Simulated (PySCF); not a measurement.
Precursor series Hf F-OH. All species are isolated molecules in the gas phase. One relaxed conformer stands for each flexible species; it need not be the lowest.

The numbers are results of B3LYP-D3(BJ)/def2-TZVP // BP86-D3(BJ)/def2-SVP (PySCF), not measurements. B3LYP has the VWN-RPA correlation part, as in Gaussian. 

```tsv
species	HOMO (eV)	mean distance from the central atom to its bonded neighbours (Å)
1 of 4 F replaced by OH ([Hf(F)3(OH)])	-9.93	[?]
2 of 4 F replaced by OH ([Hf(F)2(OH)2])	[?]	1.929
3 of 4 F replaced by OH ([Hf(F)(OH)3])	-8.58	1.936
4 of 4 F replaced by OH ([Hf(OH)4])	-8.12	1.942
```

Q: Complete the blanks.

A: 
- 1 of 4 F replaced by OH ([Hf(F)3(OH)]), mean distance from the central atom to its bonded neighbours (Å): 1.922
- 2 of 4 F replaced by OH ([Hf(F)2(OH)2]), HOMO (eV): -9.25
